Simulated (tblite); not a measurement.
C5H10BN3.
Numbering: `[CH3:1][C:2]#[C:3][C@H:4]1[CH2:5][NH:6][B:7]([NH2:8])[NH:9]1` (hydrogens: H10, H11, H12 on C1; H13 on C4; H14, H15 on C5; H16 on N6; H17, H18 on N8; H19 on N9)

Computed with GFN2-xTB (tblite), gas phase: L-BFGS steps from a force-field or distance-geometry start until the largest atomic force falls under 0.01 eV/Å.

Step 85: E = -702.3579 eV
```
atom  x, y, z in Å  |  force x, y, z in eV/Å
C1      3.9668   -0.1989   -0.1371   -0.032  -0.024  -0.061
C2      2.5425   -0.0603    0.0862   -0.044   0.021   0.035
C3      1.3626    0.0541    0.2716    0.052   0.017   0.096
C4     -0.0356    0.2166    0.6456   -0.015  -0.007   0.022
C5     -0.7165    1.4102   -0.0641   -0.016   0.048  -0.023
N6     -2.0691    0.9488   -0.2813    0.010   0.058   0.013
B7     -2.1551   -0.4639   -0.1491    0.067   0.017  -0.003
N8     -3.2857   -1.2607   -0.4062   -0.012  -0.072   0.021
N9     -0.8813   -0.9138    0.3011    0.028   0.017   0.018
H10     4.2112   -1.2473   -0.2974    0.039  -0.058   0.024
H11     4.2718    0.3637   -1.0172   -0.009   0.057  -0.050
H12     4.5227    0.1710    0.7251   -0.050  -0.023  -0.003
H13    -0.0559    0.3851    1.7416    0.015   0.013  -0.022
H14    -0.6872    2.3149    0.5586   -0.001  -0.052  -0.024
H15    -0.2042    1.6383   -1.0152   -0.006  -0.052   0.067
H16    -2.6822    1.5803   -0.7650   -0.021  -0.056  -0.011
H17    -3.2966   -2.2554   -0.2810    0.022   0.022   0.026
H18    -4.1794   -0.8827   -0.6541    0.007   0.035  -0.054
H19    -0.6385   -1.7907    0.7303   -0.032   0.039  -0.070
```

Step 86: E = -702.3603 eV
```
atom  x, y, z in Å  |  force x, y, z in eV/Å
C1      3.9628   -0.2019   -0.1428   -0.024  -0.009  -0.053
C2      2.5407   -0.0632    0.0937   -0.020   0.009   0.017
C3      1.3624    0.0617    0.2813    0.032  -0.019   0.104
C4     -0.0361    0.2196    0.6546   -0.024   0.009   0.027
C5     -0.7163    1.4093   -0.0617   -0.016   0.052  -0.028
N6     -2.0673    0.9471   -0.2832    0.004   0.035   0.038
B7     -2.1518   -0.4650   -0.1432    0.057   0.005  -0.031
N8     -3.2826   -1.2590   -0.4083   -0.038  -0.062   0.017
N9     -0.8787   -0.9133    0.3127   -0.008   0.057  -0.013
H10     4.2103   -1.2500   -0.3054    0.018  -0.027   0.019
H11     4.2562    0.3653   -1.0243    0.002   0.033  -0.042
H12     4.5249    0.1692    0.7151   -0.042  -0.024  -0.004
H13    -0.0601    0.3924    1.7495    0.025   0.013  -0.014
H14    -0.6879    2.3139    0.5607   -0.002  -0.031  -0.047
H15    -0.2015    1.6301   -1.0129    0.002  -0.022   0.075
H16    -2.6822    1.5755   -0.7695    0.000  -0.060  -0.003
H17    -3.2983   -2.2542   -0.2924    0.036  -0.007   0.037
H18    -4.1717   -0.8802   -0.6733    0.033   0.042  -0.044
H19    -0.6324   -1.7881    0.7419   -0.035   0.005  -0.054
```

**Question.** Estimate the geometry and energy of step 87. (The exact step hangs on the optimiser's Hessian estimate; all steps are aligned on step 86, rigid shifts and turns removed.)

**Answer.** E = -702.3629 eV, largest force 0.114 eV/Å
```
atom  x, y, z in Å  |  force x, y, z in eV/Å
C1      3.9555   -0.2060   -0.1546   -0.019   0.011  -0.031
C2      2.5365   -0.0672    0.1022    0.016  -0.003  -0.019
C3      1.3608    0.0684    0.2957    0.006  -0.052   0.101
C4     -0.0379    0.2234    0.6695   -0.017   0.041   0.022
C5     -0.7162    1.4095   -0.0545   -0.013   0.049  -0.026
N6     -2.0626    0.9441   -0.2943   -0.004   0.017   0.045
B7     -2.1462   -0.4666   -0.1405    0.043  -0.004  -0.046
N8     -3.2771   -1.2593   -0.4095   -0.051  -0.031   0.006
N9     -0.8777   -0.9108    0.3314   -0.033   0.065  -0.036
H10     4.2048   -1.2545   -0.3200   -0.001   0.026   0.009
H11     4.2341    0.3679   -1.0382    0.003  -0.011  -0.017
H12     4.5255    0.1665    0.6976   -0.027  -0.032  -0.014
H13    -0.0621    0.4005    1.7627    0.020   0.019   0.011
H14    -0.6974    2.3099    0.5728   -0.003   0.014  -0.061
H15    -0.1887    1.6301   -0.9983   -0.003   0.007   0.068
H16    -2.6764    1.5665   -0.7914    0.043  -0.073   0.022
H17    -3.2970   -2.2548   -0.3036    0.042  -0.036   0.046
H18    -4.1562   -0.8774   -0.7027    0.041   0.032  -0.037
H19    -0.6312   -1.7809    0.7681   -0.042  -0.040  -0.043
```

The energy changes by -0.0026 eV. The first-order estimate −F·Δx gives -0.0038 eV and the mean of the old and new forces, exact on a quadratic surface, -0.0026 eV. The step makes an angle of 79° with the force vector and moves no atom by more than 0.033 Å.

The cost below is that of the whole relaxation. Time: 1.2 s of wall time. Hardware: one thread of an Arm Neoverse V1 (shared host).
